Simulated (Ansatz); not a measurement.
`NN[SiH3]` + `O[AsH2]` → `O[AsH][SiH3]` + `NN` at 400 K and 1 bar (ligand exchange at the Si–N bond).

Program: Ansatz. Geometries: PBE0-D4/def2-TZVP. ΔE: electronic, gas phase. CCSD(T)/CBS is the MP2 limit (def2-TZVPP, def2-QZVPP) plus CCSD(T) − MP2 in def2-TZVPP, frozen cores. This one scheme is used for every species. For As outer-core shells are correlated without core-valence functions, which leaves a few kJ/mol of doubt a bond. Scalar relativity is left out up to krypton. Each species was taken in one conformer, which may not be the lowest.

| species | CCSD(T)/CBS energy (Eh) | H − E (kJ/mol) | S (J/(mol·K)) |
| --- | --- | --- | --- |
| `NN[SiH3]` | -402.05945 | 204.8 | 328.7 |
| `O[AsH2]` | -2311.97217 | 94.9 | 282.5 |
| `O[AsH][SiH3]` | -2602.26090 | 151.1 | 355.8 |
| `NN` | -111.76471 | 157.2 | 244.6 |

H − E and S are ideal-gas, rigid-rotor, harmonic terms from PBE0-D4/def2-TZVP, for one conformer and one mirror image of each species. 1 Eh = 2625.50 kJ/mol, R = 8.31446 J/(mol·K).

Question: By hand: ΔE, ΔH, ΔS and ΔG.

Answer: ΔE = (-2602.26090) + (-111.76471) − (-402.05945) − (-2311.97217) = 0.00601 Eh = 15.8 kJ/mol. Δ(H − E) = 151.1 + 157.2 − 204.8 − 94.9 = 8.6, so ΔH = 24.4 kJ/mol. ΔS = 355.8 + 244.6 − 328.7 − 282.5 = -10.8 J/(mol·K). ΔG = 24.4 − 400 × (-10.8)/1000 = 28.7 kJ/mol.

Question: By hand: the equilibrium constant, and the temperature at which ΔG would vanish if ΔH and ΔS stayed fixed.

Answer: log₁₀ K = −ΔG/(RT ln 10) = -3.7. ΔH and −TΔS have one sign here, so there is no such temperature.

The number of gas molecules stays the same, so ΔS is small and ΔH decides. A doubt of 5 kJ/mol in ΔE shifts log₁₀ K by 0.7 here. Other conformers and mirror images would add mixing entropy, several J/(mol·K) or more a flexible species. These are equilibria of isolated gas molecules and say nothing of rates. Largest T1 diagnostic: 0.012 (customary marks: 0.02 for closed shells, 0.045 for open ones).

ΔS is within the doubt of such terms, so its sign, and with it that verdict, could turn.
